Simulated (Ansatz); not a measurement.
`C[N](C)[InH2]` + H₂Se → `[SeH][InH2]` + dimethylamine  (ligand exchange at the In–N bond)

Isolated molecules relaxed with PBE0-D4/def2-TZVP in Ansatz; ΔE leaves out vibrations. CBS: MP2 limit from def2 TZ/QZ plus the TZ coupled-cluster correction, frozen cores. Functionals use def2-TZVPP. B3LYP here is the variant with VWN-RPA as its local correlation; programs differ in this. def2 core potentials past Kr. For In, Se outer-core shells are correlated without core-valence functions, which leaves a few kJ/mol of doubt a bond. Scalar relativity is left out up to krypton.

`C[N](C)[InH2]`:

```xyz
12

C    -0.377    1.231    0.606
N    -0.011   -0.009   -0.023
C     1.050   -0.685    0.674
In   -0.890   -0.723   -1.694
H    -1.183    1.726    0.060
H    -0.721    1.078    1.642
H     0.472    1.931    0.655
H     0.770   -0.923    1.712
H     1.312   -1.622    0.178
H     1.962   -0.069    0.725
H    -2.127    0.286   -2.313
H    -0.256   -2.222   -2.223
```

H₂Se:

```xyz
3

Se   -0.282   -0.036   -0.623
H     0.679    0.868    0.018
H    -0.397   -0.832    0.604
```

`[SeH][InH2]`:

Cartesian coordinates in Å:
```
Se 0.732 1.453 0.786
In -0.629 -0.436 -0.148
H 1.977 0.950 0.190
H 0.211 -1.598 -1.084
H -2.291 -0.368 0.255
```

`CNC`:

Cartesian coordinates in Å:
```
C 1.109 0.076 -0.475
N 0.168 0.376 0.579
C -1.180 -0.034 0.259
H 2.118 0.351 -0.164
H 0.863 0.668 -1.362
H 1.117 -0.985 -0.781
H 0.465 -0.065 1.440
H -1.548 0.553 -0.588
H -1.840 0.161 1.106
H -1.272 -1.100 -0.014
```

```json
{"level": "B3LYP-D4", "ΔE (kJ/mol)": "-101.6", "difference from CCSD(T)/CBS": "-4.2"}
{"level": "r2SCAN0-D4", "ΔE (kJ/mol)": "-111.9", "difference from CCSD(T)/CBS": "-14.5"}
{"level": "ωB97M-V", "ΔE (kJ/mol)": "-104.4", "difference from CCSD(T)/CBS": "-7.0"}
{"level": "B2PLYP", "ΔE (kJ/mol)": "-102.6", "difference from CCSD(T)/CBS": "-5.2"}
{"level": "B3LYP", "ΔE (kJ/mol)": "-108.5", "difference from CCSD(T)/CBS": "-11.1"}
{"level": "BHLYP", "ΔE (kJ/mol)": "-116.7", "difference from CCSD(T)/CBS": "-19.3"}
{"level": "CCSD/def2-SVP", "ΔE (kJ/mol)": "-97.7", "difference from CCSD(T)/CBS": "-0.3"}
{"level": "SCS-MP2/def2-TZVPP", "ΔE (kJ/mol)": "-96.5", "difference from CCSD(T)/CBS": "0.9"}
{"level": "CCSD/def2-TZVPP", "ΔE (kJ/mol)": "-100.0", "difference from CCSD(T)/CBS": "-2.6"}
{"level": "HF/CBS(def2)", "ΔE (kJ/mol)": "-128.2", "difference from CCSD(T)/CBS": "-30.8"}
{"level": "CCSD(T)/CBS", "ΔE (kJ/mol)": "-97.4", "difference from CCSD(T)/CBS": "0"}
```

Largest T1 diagnostic among the species: 0.017.

Leaving LDA and LC-ωPBE aside and taking each functional with its dispersion term where it has one, the values, not all of them listed here, spread over 19.4 kJ/mol, from BHLYP-D4 to BLYP-D4. LDA lies +11.2 kJ/mol from PBE without D4. In def2-TZVPP, CCSD(T) changes the Hartree–Fock value by +34.6 kJ/mol (the triples alone add +5.0 kJ/mol) and MP2 by +34.2 kJ/mol. From r2SCAN to r2SCAN0 (25 % exact exchange), in def2-TZVPP and without D4, ΔE moves by −8.2 kJ/mol.
